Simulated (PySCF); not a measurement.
Al(F)(Br)(OMe) (CH₃AlBrFO), SMILES [Al]([Br])([O]C)[F]. Coordinates come from a PBE-D3(BJ)/def2-SVP optimisation. One conformer was computed; it need not be the lowest.

Question: Give the equilibrium geometry at PBE-D3(BJ)/def2-SVP (PySCF confirms it by a frequency run) as bond lengths and angles, and its point group. (An estimate is asked for; the answer gives what the named calculation found.)

Answer: One answer among several that fit: point group Cs.
Atoms: Al1 F2 Br3 O4 C5 H6 H7 H8. Bonded distances (Å): Al1–F2 1.666, Al1–Br3 2.248, Al1–O4 1.694, O4–C5 1.407, C5–H6 1.112, C5–H7 1.112, C5–H8 1.114. Angles (°): F2–Al1–Br3 119.7, F2–Al1–O4 118.0, Br3–Al1–O4 122.3, Al1–O4–C5 135.4, O4–C5–H6 110.2, O4–C5–H7 110.2, O4–C5–H8 113.1, H6–C5–H7 107.5, H6–C5–H8 107.8, H7–C5–H8 107.8.
